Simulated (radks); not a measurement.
The numbers below are computed, except where a source is named.
Ionisation of the scandium ion Sc+, [Ar] 3d1 4s1, to Sc2+, [Ar] 3d1, under several functionals. Non-relativistic Kohn-Sham, spin-polarised, spherical densities, point nucleus; open shells are filled with parallel spins first; a radial shooting solver on a logarithmic mesh with Libxc functionals.

BP86: E(Sc+) (hartree) -760.46485; Exc (hartree) -38.84065; IE (eV) 13.150; -e(HOMO) (eV) 10.343; <r> HOMO (bohr) 3.314; IE error (eV) +0.350
OLYP: E(Sc+) (hartree) -760.47348; Exc (hartree) -38.88076; IE (eV) 12.740; -e(HOMO) (eV) 9.900; <r> HOMO (bohr) 3.349; IE error (eV) -0.059
TASK exchange with Perdew-Wang LDA correlation: E(Sc+) (hartree) -760.02050; Exc (hartree) -38.39266; IE (eV) 12.215; -e(HOMO) (eV) 10.118; <r> HOMO (bohr) 1.687; IE error (eV) -0.585
AM05: E(Sc+) (hartree) -758.59129; Exc (hartree) -36.92267; IE (eV) 12.994; -e(HOMO) (eV) 10.193; <r> HOMO (bohr) 3.323; IE error (eV) +0.195
HCTH/407: E(Sc+) (hartree) -760.55210; Exc (hartree) -38.97871; IE (eV) 12.714; -e(HOMO) (eV) 10.113; <r> HOMO (bohr) 3.335; IE error (eV) -0.086
SCAN: E(Sc+) (hartree) -760.43680; Exc (hartree) -38.82383; IE (eV) 12.958; -e(HOMO) (eV) 10.329; <r> HOMO (bohr) 1.713; IE error (eV) +0.158
exchange-only PBE: E(Sc+) (hartree) -759.35613; Exc (hartree) -37.70117; IE (eV) 12.837; -e(HOMO) (eV) 9.763; <r> HOMO (bohr) 1.744; IE error (eV) +0.037
Wu-Cohen GGA: E(Sc+) (hartree) -759.81789; Exc (hartree) -38.18201; IE (eV) 13.032; -e(HOMO) (eV) 10.231; <r> HOMO (bohr) 3.317; IE error (eV) +0.232
Tao-Mo meta-GGA: E(Sc+) (hartree) -760.18163; Exc (hartree) -38.55042; IE (eV) 12.897; -e(HOMO) (eV) 10.148; <r> HOMO (bohr) 3.362; IE error (eV) +0.097
PBEsol: E(Sc+) (hartree) -759.25650; Exc (hartree) -37.60342; IE (eV) 13.013; -e(HOMO) (eV) 10.205; <r> HOMO (bohr) 3.321; IE error (eV) +0.213
exchange-only r2SCAN: E(Sc+) (hartree) -759.52656; Exc (hartree) -37.88942; IE (eV) 12.428; -e(HOMO) (eV) 9.392; <r> HOMO (bohr) 1.748; IE error (eV) -0.372

NIST Atomic Spectra Database: 12.800 eV (measured). Closest: exchange-only PBE. The Delta-SCF values span 0.94 eV, the total energies 1.96 hartree. The highest occupied level is 4s. Open shells are spherical and high-spin; term and fine-structure splittings are not resolved.
